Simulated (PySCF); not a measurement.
# Nd²⁴⁺: ionisation energy

Nd²⁴⁺ [Kr] → Nd²⁵⁺ [Ar] 3d10 4s2 4p5 [4p1/2^2 4p3/2^3, M_J = 3/2], as a difference of total energies. Calculation: PySCF 2.14, in an even-tempered Gaussian basis (17 s from 1.8 bohr⁻², ratio 2.8; 14 p from 2.3 bohr⁻², ratio 2.8; 9 d from 4.2 bohr⁻², ratio 2.8; 4 f from 14 bohr⁻², ratio 3); the two-component X2C-1e Hamiltonian. Correlated levels: [Ne] frozen; the 90 highest virtual spinors dropped. "Screened" scales the spin-orbit matrix elements by Boettger's factors to mimic the two-electron term; Breit and QED terms are absent.

| method | ionisation energy (eV) |
| --- | --- |
| GHF (screened spin-orbit) | 856.29 |
| GMP2 (screened spin-orbit) | 857.54 |

Question: How much does correlation contribute at GMP2 (screened spin-orbit)?

Answer: 857.54 − (856.29) = 1.25 eV, measured against GHF (screened spin-orbit).

Breit and QED terms and the two-electron picture change are absent.

For comparison: 859 ± 4 eV (theoretical estimate listed by NIST; NIST Atomic Spectra Database, ionization energies).
